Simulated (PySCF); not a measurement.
**Identify the compound**

An unknown has the formula C₇H₁₂. Its calculated NMR data are:

1H NMR (400 MHz, computed): δ 1.66 (m, 8H), 1.60 (m, 4H).

13C{1H} NMR (computed): δ 36.4 (C), 32.3 (CH2), 15.8 (CH2).

Level of theory: σ from GIAO-HF/pcSseg-1, J: B3LYP/pcJ-1 (without the spin–dipole term), PBE0-D3(BJ)/def2-SVP geometry, in PySCF 2.14 (single conformer, non-relativistic Hamiltonian, fast rotation and ring inversion assumed for equivalent nuclei, in vacuum).

Scale: 1H, 13C against TMS (reference shieldings calculated alike).

**Question.** Propose a structure and justify it.

**Answer.** 
- The formula gives 2 degrees of unsaturation (2 rings in the answer).
- 3 carbon signals for 7 carbons: some carbons are equivalent by symmetry or fast rotation.
- Carbon types of the structure: 1 × C, 6 × CH2, which accounts for all hydrogens.
- δC 36.4: quaternary sp3 carbon in a ring; saturated and bonded to C and H only.
- δC 32.3, 15.8: sp3 CH2 in a ring; a saturated carbon with 2 carbon neighbours and no heteroatom attached.
- δH 1.66, 1.60: hydrogen on an sp3 CH2 in a ring; far from electronegative atoms and π systems.

Structure: SMILES C1CC2(C1)CCC2.

The shifts were computed for this structure.

Multiplet labels drop couplings under 1 Hz and merge nearly equal ones. Couplings among chemically equivalent protons are left out too, so labels in AA′BB′ or AA′XX′ sets are apparent multiplicities. Unscaled 3J(H,H) at this level run about 10 % above measured values. Shifts are as computed. Against solution values, carbons near 30 ppm lie about -0 ppm off and those near 130 ppm about +7 ppm. Of 1211 compounds with measured shifts, 218 miss one by over three times the rms of a fit or turn the order of signals round; such compounds aren't used in these exercises.
